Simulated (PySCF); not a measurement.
Electronic structure of P⁺ (phosphorus, charge +1) at the r2SCAN level

Configuration: [Ne] 3s2 3p2, high-spin 3P determinant. All numbers are calculated (PySCF 2.14, the spin-free X2C one-electron Hamiltonian (Gaussian nucleus), in x2c-TZVPall (5s5p2d1f, 37 functions)).

```
Total energy                                                  : -341.6689 hartree
One-electron energy                                           : -466.9798 hartree
Hartree (Coulomb) energy                                      : 148.2603 hartree
Exchange-correlation energy                                   : -22.9494 hartree
⟨S²⟩                                                          : 2.0083
⟨L²⟩                                                          : 2.028
Sum of ⟨r⟩                                                    : 12.04 bohr
Sum of ⟨r²⟩                                                   : 20.68 bohr²
Traceless quadrupole moment −½Σ⟨3z² − r²⟩ along its main axis : 1.99 e·bohr²
Langevin diamagnetic susceptibility                           : -16.4 ×10⁻⁶ cm³/mol
Time after the integrals                                      : 0.37 s of wall time on 1 thread of Neoverse-V2 (shared host)
```

```csv
shell,electrons,mean orbital energy (hartree),spread (hartree),"rms radius, mean of both spins (bohr)"
1s α,1,-77.40924,0,0.120
1s β,1,-77.39610,0,0.120
2s α,1,-6.93965,0,0.565
2s β,1,-6.93167,0,0.565
2p α,3,-5.05183,0.00713,0.542
2p β,3,-5.03648,0.02070,0.542
3s α,1,-0.90530,0,1.97
3s β,1,-0.80997,0,1.97
3p α,2,-0.56624,0,2.29
```

Densities and radii are taken from the X2C orbitals without a picture-change correction, which distorts them close to the nucleus.
